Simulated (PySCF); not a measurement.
# Computed properties of C4H4OSe, SMILES C1[Se]C(=O)C1=C

C4H4OSe, SMILES [Se]1C(=O)C(=C)C1. Coordinates come from a PBE0-D3(BJ)/def2-SVP optimisation. The structure was generated by enumeration, and PubChem lists no compound with its InChIKey, so it may never have been made. Other conformers were not sampled. All values are computed for the isolated molecule unless a solvent is named; none is compared with measurement here.

**Structure.** The optimised structure has Cs symmetry. All 24 harmonic modes at PBE0-D3(BJ)/def2-SVP (PySCF) are real, so it is a minimum. With heavy atoms numbered as in [CH2:1]=[C:2]1[CH2:3][Se:4][C:5]1=[O:6], the shortest bond between them is C5–O6 at 1.188 Å and the longest C3–Se4 at 1.972 Å.

**Vibrations.** The strongest infrared lines (harmonic, unscaled, degenerate partners summed) lie at 1926 cm⁻¹ (465 km/mol, C 63 %, O 37 %), 947 cm⁻¹ (108 km/mol, C 64 %, H 33 %), 1264 cm⁻¹ (37 km/mol, C 82 %, H 16 %). The softest mode is at 81 cm⁻¹ and the zero-point energy is 43.7 kcal/mol.

**Electronic structure.** CAM-B3LYP/def2-TZVP (PySCF) places the frontier levels at -8.33 and -0.96 eV, a gap of 7.37 eV, and gives a dipole moment of 3.61 D and a mean polarisability of 75.3 bohr³. PBE/def2-TZVP (PySCF) at the same geometry gives -5.99 and -2.94 eV, so its gap is 4.32 eV narrower. An orbital gap is neither the optical nor the fundamental gap.

**Excitations.** TDDFT-CAM-B3LYP/def2-SVPD (PySCF) has S1 at 3.87 eV (321 nm, f = 0.001, dark); the most intense of the 10 singlets computed lies at 5.99 eV (f = 0.28). T1 (TDA) is at 3.48 eV. TDDFT-PBE/def2-SVPD (PySCF) puts S1 at 3.39 eV. No vertical singlet excitation falls in the visible range (under 3.1 eV).

**NMR.** GIAO shifts at B3LYP/pcSseg-1 (PySCF) (non-relativistic, atoms alike by connectivity averaged): ¹³C from 30.6 to 198.3 ppm against TMS; ¹H from 3.8 to 5.6 ppm against TMS.
